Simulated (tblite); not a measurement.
Species: C₅H₁₃BSe.
Atom-mapped SMILES: `[CH3:1][BH:2][C@@H:3]([CH3:4])[CH2:5][Se:6][CH3:7]` (hydrogens: H8, H9, H10 on C1; H11 on B2; H12 on C3; H13, H14, H15 on C4; H16, H17 on C5; H18, H19, H20 on C7)

Computed with GFN2-xTB (tblite), gas phase: L-BFGS steps from a force-field or distance-geometry start until the largest atomic force falls under 0.01 eV/Å.

At the end of the run (lengths in Å): C5–Se6 1.986, B2–C3 1.587, C1–H10 1.087, C7–H20 1.086, C4–H15 1.087, C4–H14 1.092, C5–H17 1.092, B2–C3–C5 113.1°, C5–Se6–C7 96.1°, B2–C3–C4 107.8°, C4–C3–C5 110.1°, C1–B2–C3–C4 80°, B2–C3–C5–Se6 176°, C3–C5–Se6–C7 -163°, H8–C1–B2–C3 120°, H11–B2–C1–H8 -61°.

Task: These geometries were met on the way; a selection of coordinates is given. Order them by energy above the end point, lowest first.
A. C5–Se6 1.979, B2–C3 1.591, C1–H10 1.090, C7–H20 1.088, C4–H15 1.088, C4–H14 1.092, C5–H17 1.094, B2–C3–C5 109.4°, C5–Se6–C7 94.2°, B2–C3–C4 110.3°, C4–C3–C5 110.6°, C1–B2–C3–C4 119°, B2–C3–C5–Se6 170°, C3–C5–Se6–C7 180°, H8–C1–B2–C3 58°, H11–B2–C1–H8 -122°
B. C5–Se6 1.961, B2–C3 1.602, C1–H10 1.106, C7–H20 1.095, C4–H15 1.098, C4–H14 1.099, C5–H17 1.103, B2–C3–C5 109.8°, C5–Se6–C7 92.8°, B2–C3–C4 109.6°, C4–C3–C5 111.5°, C1–B2–C3–C4 119°, B2–C3–C5–Se6 169°, C3–C5–Se6–C7 179°, H8–C1–B2–C3 60°, H11–B2–C1–H8 -121°
C. C5–Se6 1.987, B2–C3 1.592, C1–H10 1.090, C7–H20 1.087, C4–H15 1.088, C4–H14 1.092, C5–H17 1.092, B2–C3–C5 109.9°, C5–Se6–C7 95.9°, B2–C3–C4 109.4°, C4–C3–C5 110.2°, C1–B2–C3–C4 110°, B2–C3–C5–Se6 176°, C3–C5–Se6–C7 -167°, H8–C1–B2–C3 61°, H11–B2–C1–H8 -120°
D. C5–Se6 1.977, B2–C3 1.586, C1–H10 1.092, C7–H20 1.080, C4–H15 1.086, C4–H14 1.088, C5–H17 1.092, B2–C3–C5 109.6°, C5–Se6–C7 93.2°, B2–C3–C4 110.3°, C4–C3–C5 111.1°, C1–B2–C3–C4 119°, B2–C3–C5–Se6 170°, C3–C5–Se6–C7 179°, H8–C1–B2–C3 60°, H11–B2–C1–H8 -121°
E. C5–Se6 1.946, B2–C3 1.624, C1–H10 1.120, C7–H20 1.118, C4–H15 1.118, C4–H14 1.120, C5–H17 1.119, B2–C3–C5 109.8°, C5–Se6–C7 92.5°, B2–C3–C4 109.1°, C4–C3–C5 112.1°, C1–B2–C3–C4 119°, B2–C3–C5–Se6 169°, C3–C5–Se6–C7 179°, H8–C1–B2–C3 60°, H11–B2–C1–H8 -120°

Result: C (0.021 eV), A (0.036 eV), D (0.060 eV), B (0.107 eV), E (0.223 eV).

| step | E above end (eV) | rms distance from the end, all atoms (Å) | largest force (eV/Å) | rms shift of all bonds from the end (Å) |
| --- | --- | --- | --- | --- |
| 76 | 0.021 | 0.425 | 0.031 | 0.002 |
| 7 | 0.036 | 0.498 | 0.106 | 0.003 |
| 2 | 0.060 | 0.498 | 0.383 | 0.005 |
| 1 | 0.107 | 0.500 | 0.629 | 0.012 |
| 0 | 0.223 | 0.501 | 1.203 | 0.024 |

Rows stand in the order of the answer.
